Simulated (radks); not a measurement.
Values are calculated unless marked as measured or tabulated.
Question: Sn, configuration [Kr] 4d9 5s1 5p4 (not the ground configuration). Level of theory: Dirac Kohn-Sham, PBEsol, spin-unpolarised, spherical densities, finite nucleus; open shells are shared between the two j in proportion to 2j + 1; Fermi nuclear charge, rms radius 4.6519 fm (a radial shooting solver on a logarithmic mesh with Libxc functionals).

Spin-orbit splittings of the eigenvalues, e(l+1/2) - e(l-1/2), with zeta = 2 splitting/(2l+1) and mean radii in bohr:

| shell | occ. | splitting (eV) | zeta (eV) | <r> j=l-1/2 | <r> j=l+1/2 |
|---|---|---|---|---|---|
| 2p | 6 | ? | ? | 0.1058 | 0.1112 |
| 3p | 6 | 42.09 | 28.06 | 0.3300 | 0.3412 |
| 3d | 10 | 8.694 | 3.478 | 0.3125 | 0.3161 |
| 4p | 6 | 7.719 | 5.146 | 0.8594 | 0.8882 |
| 4d | 9 | 1.105 | 0.4418 | 1.058 | 1.071 |
| 5p | 4 | 0.6117 | 0.4078 | 2.801 | 2.926 |

Estimate the 2p splitting.

Answer: 230.4 eV (zeta = 153.6 eV).
